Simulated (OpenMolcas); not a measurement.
Co²⁺.

```yaml
Program: OpenMolcas
Method: CASSCF
Basis: ANO-R2 [7s5p4d2f1g]
Scalar_Hamiltonian: X2C, finite nucleus
Active_space: 7 electrons in 6 orbitals (3d 4s)
State_averaging: 2S+1 = 4 even, 50 roots; 2S+1 = 6 even, 5 roots kept (CI in the orbitals of an earlier block); 2S+1 = 2 even, 110 roots kept (CI in the orbitals of an earlier block)
Spin-orbit_coupling: RASSI with atomic mean-field integrals over the reference wave functions, term energies averaged over their components
```

Levels without dynamic correlation, in cm-1 above 3d7 4F 9/2:

```json
{"Level": "3d7 4P 5/2", "E": "20424"}
{"Level": "3d7 2G 9/2", "E": "20526"}
{"Level": "3d7 2P 3/2", "E": "27140"}
{"Level": "3d7 2H 11/2", "E": "27268"}
```

On this reference, MS-CASPT2, IPEA 0.25 Eh, imaginary shift 0.1 Eh (closed shells correlated: 3s 3p) puts 3d7 4P 5/2 at 15300 cm-1.

**Question.** Estimate the other levels at that method by one scale factor, and say how well it serves.

**Answer.** The factor is 15300 / 20424 = 0.749. Scaled values beside those that MS-CASPT2 gives and measured ones (Sugar and Corliss, J. Phys. Chem. Ref. Data 10, 1097 (1981)):
| Level | Scaled | MS-CASPT2 | Miss (%) | Measured |
| --- | --- | --- | --- | --- |
| 3d7 2G 9/2 | 15374 | 16730 | -8.1 | 16978 |
| 3d7 2P 3/2 | 20328 | 19500 | +4.2 | 20195 |
| 3d7 2H 11/2 | 20424 | 22950 | -11.0 | 22720 |
For these levels the scaled values miss MS-CASPT2 by up to 11.0 %, as correlation changes each term by its own factor, spin-orbit parts do not scale and CASPT2 has its own spread within terms. This holds within one configuration; levels of others move differently, and the target method has errors of its own against measurement.

CASPT2 breaks the degeneracy within a term, and the mean is taken; among the terms shown or strongly mixed into the levels shown the widest spread is 2200 cm-1 (3d7 4F, MS-CASPT2). Terms from blocks run as CI alone lack orbitals of their own. Without dynamic correlation excited terms often stand tens of per cent too high (terms of higher spin than the ground term too low), and those without a measured partner can miss by more than the paired ones (holds for CASSCF). Blocks of more than 70 roots (2S+1 = 2 even) ran without multistate coupling (holds for MS-CASPT2). Measured partners are found by configuration, term and J. A level has none where our copy of the source lacks it or the pairing is in doubt (some pairs that miss far off the trend of their configuration count as doubtful), and it then counts in no deviation. Levels of configurations outside the active space are missing.
